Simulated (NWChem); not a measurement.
System meant: C$_{4}$H$_{9}$Si, doublet; SMILES C=C[Si](C)C

NWChem input:

```
start job
memory heap 200 mb stack 900 mb global 1100 mb
geometry units angstroms noautoz
  C      0.028426    -2.351300     0.173910
  C      0.739809    -1.235187    -0.077469
  Si     0.033479     0.443294    -0.458746
  C      1.122265     1.838008     0.233684
  C     -1.776154     0.616209     0.092025
  H     -1.058952    -2.345919     0.227021
  H      0.501048    -3.318437     0.340109
  H      1.827034    -1.338237    -0.126231
  H      0.788694     2.815850    -0.130734
  H      1.088553     1.859599     1.331458
  H      2.167582     1.708831    -0.068161
  H     -1.867803     0.534399     1.183504
  H     -2.408997    -0.156237    -0.358197
  H     -2.179673     1.589878    -0.207256
end
basis spherical
  * library def2-svp
end
dft
  odft
  mult 2
  xc pbe0
  iterations 4
  mulliken
end
task dft energy
```

End of the output:

```
     --------------------------
     Expectation value of S2:
     --------------------------
      <S2> =      0.7587 (Exact =     0.7500)

 center of mass
 --------------
 x =   0.02578083 y =  -0.02506651 z =  -0.05579775

 moments of inertia (a.u.)
 ------------------
         647.575323890085           0.000000000000           0.000000000000
           0.000000000000         339.941367466044          -0.000000000000
           0.000000000000          -0.000000000000         914.338184005024

     Multipole analysis of the density
     ---------------------------------

     L   x y z        total         alpha         beta         nuclear
     -   - - -        -----         -----         ----         -------
     0   0 0 0     -0.000000    -24.000000    -23.000000     47.000000

     1   1 0 0     -0.051421     -0.001309     -0.050112      0.000000
     1   0 1 0      0.109532     -0.090952      0.200484      0.000000
     1   0 0 1      0.215156      0.868755     -0.653599     -0.000000

     2   2 0 0    -28.351583   -113.212252   -111.373020    196.233690
     2   1 1 0     -0.050532     -1.906849     -1.593190      3.449507
     2   1 0 1     -0.016553      0.232421      0.013830     -0.262804
     2   0 2 0    -28.447999   -201.418608   -195.437451    368.408060
     2   0 1 1     -0.147638     -0.467765     -2.205755      2.525883
     2   0 0 2    -31.374994    -31.564453    -24.903562     25.093021

 ------------------------------------------------------------------------
 dft energy failed                                                                                  0
 ------------------------------------------------------------------------
 ------------------------------------------------------------------------
  current input line :
    29: task dft energy
 ------------------------------------------------------------------------
 ------------------------------------------------------------------------
 This type of error is most commonly associated with calculations not reaching convergence criteria
 ------------------------------------------------------------------------
 For more information see the NWChem manual at https://nwchemgit.github.io

0:dft energy failed:Received an Error in Communication
```

Question: What is wrong, and how is it mended?

Answer: The run did not converge; its last values are not results. Cause: the SCF was allowed too few iterations. This input runs:
```
start job
memory heap 200 mb stack 900 mb global 1100 mb
geometry units angstroms noautoz
  C      0.028426    -2.351300     0.173910
  C      0.739809    -1.235187    -0.077469
  Si     0.033479     0.443294    -0.458746
  C      1.122265     1.838008     0.233684
  C     -1.776154     0.616209     0.092025
  H     -1.058952    -2.345919     0.227021
  H      0.501048    -3.318437     0.340109
  H      1.827034    -1.338237    -0.126231
  H      0.788694     2.815850    -0.130734
  H      1.088553     1.859599     1.331458
  H      2.167582     1.708831    -0.068161
  H     -1.867803     0.534399     1.183504
  H     -2.408997    -0.156237    -0.358197
  H     -2.179673     1.589878    -0.207256
end
basis spherical
  C library def2-svp
  Si library def2-svp
  H library def2-svp
end
dft
  odft
  mult 2
  xc pbe0
  iterations 150
  mulliken
end
task dft energy
```
It converges to -446.76018 Ha (PBE0/def2-SVP, spin-unrestricted).
